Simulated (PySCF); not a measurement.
C₂H₉NOSi₂, SMILES C=CO[SiH2]N[SiH3].

The structure is a stationary point at B3LYP-D3(BJ)/def2-SVP. This is a generated structure with no PubChem entry under its InChIKey; it may be hypothetical. One conformer was computed; it need not be the lowest.

All values below come from PySCF with r2SCAN/def2-TZVP.

The molecule is in vacuum.

- total energy: -790.58033 hartree
- highest occupied level: -5.84 eV
- lowest empty level: -0.56 eV
- orbital gap: 5.27 eV
- dipole moment: 0.315 e·Å
- quadrupole, principal values (traceless, Buckingham form, about the centre of nuclear charge): -4.20, 0.85, 3.35 D·Å
- mean static polarisability: 87.9 bohr³ (13.02 Å³)
- polarisability, principal values: 68.5, 85.5, 109.7 bohr³
